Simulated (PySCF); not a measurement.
Hg²⁺ (mercury, charge +2) across methods

[Xe] 4f14 5d9 6p1, one real determinant (an excited configuration). All numbers are calculated (PySCF 2.14, scalar relativity through the core potential, in aug-cc-pwCVTZ-PP with ECP60MDF (8s8p7d4f3g, 122 functions)).

```csv
method,E (hartree),mean ε 5d α (eV),mean ε 5d β (eV),mean ε 6p α (eV),Σ⟨r²⟩ (bohr²),⟨S²⟩
r2SCAN,-151.9700,-33.978,-33.001,-17.657,39.20,2.001
wB97M-V,-151.8417,-38.031,-37.153,-20.056,39.39,2.001
LDA,-151.6467,-33.648,-32.778,-17.643,39.46,2.000
PBE,-151.9374,-33.501,-32.638,-17.490,39.38,2.001
UHF,-151.08486,-40.751,-39.528,-19.644,39.78,2.002
HSE06,-151.9085,-35.145,-34.210,-17.791,39.39,2.001
PBE0,-151.9115,-35.569,-34.630,-18.178,39.36,2.001
wB97X-V,-151.8847,-37.998,-37.181,-19.966,39.38,2.001
```

⟨L²⟩ = 8.04 against 12 for a pure F term, so this real determinant mixes terms. Energies and moments cover only the electrons outside the core potential. Spin-orbit coupling, absent here, splits the open shell strongly.
